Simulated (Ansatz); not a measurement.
Program: Ansatz. Geometries: PBE0-D4/def2-TZVP. ΔE: electronic, gas phase. CBS: MP2 limit from def2 TZ/QZ plus the TZ coupled-cluster correction, frozen cores. This one scheme is used for every species. Functionals use def2-TZVPP. HSE06 is defined as in plane-wave codes. For Ge, Se outer-core shells are correlated without core-valence functions, which leaves a few kJ/mol of doubt a bond. Scalar relativity is left out up to krypton. One conformer a species, not always the lowest.

Reaction (ligand exchange at a Ge–Se bond): `[OH][GeH2][SeH]` + NH₃ → `[NH2][GeH2][OH]` + H₂Se

```tsv
level	ΔE (kJ/mol)	difference from CCSD(T)/CBS
revPBE-D4	64.4	6.9
BLYP-D4	61.7	4.2
HSE06-D4	64.8	7.3
ωB97X-V	55.6	-1.9
revPBE	65.5	8.0
r2SCANh	61.6	4.1
r2SCAN0	61.5	4.0
CAM-B3LYP	52.3	-5.2
LC-ωPBE	54.3	-3.2
RPA@PBE/def2-TZVPP	51.4	-6.1
CCSD(T)/def2-SVP	48.8	-8.7
HF/def2-TZVPP	51.9	-5.6
SCS-MP2/def2-TZVPP	54.5	-3.0
MP2/def2-QZVPP	59.6	2.1
HF/CBS(def2)	50.9	-6.6
MP2/CBS(def2)	60.9	3.4
CCSD(T)/CBS	57.5	0
```

Largest T1 diagnostic among the species: 0.011.

At CCSD(T), def2-SVP lies −8.7 kJ/mol from the extrapolated value and def2-TZVPP −2.5 kJ/mol. In def2-TZVPP, CCSD(T) changes the Hartree–Fock value by +3.1 kJ/mol (the triples alone add +1.4 kJ/mol) and MP2 by +6.6 kJ/mol. From BLYP to BHLYP (50 % exact exchange), in def2-TZVPP and without D4, ΔE moves by −3.7 kJ/mol.
